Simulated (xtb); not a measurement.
FH₃LiN, SMILES [NH3]->[Li][F] (connectivity only; charge and spin as stated), neutral, multiplicity 1. All values are semi-empirical tight-binding results from xtb (GFN2-xTB unless named), good for trends rather than for accurate numbers. Coordinates come from a GFN2-xTB optimisation.

Optimised geometry:

```xyz
6

N      0.0000     0.0000    -1.6937
H      0.8139     0.4699    -2.0697
H      0.0000    -0.9398    -2.0697
H     -0.8139     0.4699    -2.0697
Li     0.0000     0.0000     0.3506
F      0.0000     0.0000     1.8904
```
Charge 0, spin multiplicity 1.

For metal compounds this method's bond lengths and energies can be far off.

```yaml
point_group_as_xtb_finds_it: C3v
orbital_gap: 6.48 eV
zero_point_energy: 23.8 kcal/mol
G − E(el) at 298.15 K (modified RRHO): 7.6 kcal/mol
```

Q: Give the IR lines (harmonic; lines under 4 % of the strongest left out, lines within 3 cm⁻¹ merged). (An estimate is asked for; the answer gives what the named calculation found.)

A: ν (cm⁻¹): 120 (m), 286 (vs), 880 (s), 1213 (s), 1567 (m) (against the strongest line: vs over 80 %, s over 45 %, m over 15 %, w over 4 %, vw less)

Q: Give the atomic charges and the Wiberg bond orders between heavy atoms. (An estimate is asked for; the answer gives what the named calculation found.)

A: charges (e) N1 -0.43, H2 0.17, H3 0.17, H4 0.17, Li5 0.54, F6 -0.61. Bond orders Li5–F6 0.71.
